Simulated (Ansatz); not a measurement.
CH5GaGe. The species carries charge 0 and has multiplicity 1. The bonds changed during the relaxation, so this is another structure than the one it started from. The structure was optimised at the PBE0-D4/def2-TZVP level.

```xyz
8

C    -0.873   -0.229   -0.416
Ga   -1.481   -2.059    0.248
Ge    0.832    0.390    0.298
H    -0.796   -0.259   -1.511
H    -1.642    0.512   -0.163
H     0.761    0.480    1.837
H     1.248    1.776   -0.236
H     1.951   -0.611   -0.057
```

Question: What is the dipole moment at PBE/def2-TZVPP? (An estimate is asked.)

Answer: Ansatz gave: 0.98 D, with components (-0.83, -0.01, -0.52) D in this frame, pointing from negative to positive charge.

Question: And with r2SCAN, B3LYP, ωB97M-V? (An estimate is asked.)

Answer: Computed: r2SCAN 0.97 D, B3LYP 1.00 D, ωB97M-V 0.97 D.

Question: Give the Mulliken charges with PBE, r2SCAN, ωB97M-V in def2-TZVPP. (An estimate is asked.)

Answer: The calculation gave: 
```tsv
atom	PBE	r2SCAN	ωB97M-V
C1	-0.40	-0.44	-0.57
Ga2	0.20	0.23	0.25
Ge3	0.07	0.12	0.07
H4	0.10	0.09	0.13
H5	0.10	0.09	0.13
H6	-0.03	-0.03	-0.01
H7	-0.02	-0.03	-0.01
H8	-0.03	-0.03	-0.01
```

B3LYP here is the variant with VWN-RPA as its local correlation; programs differ in this.
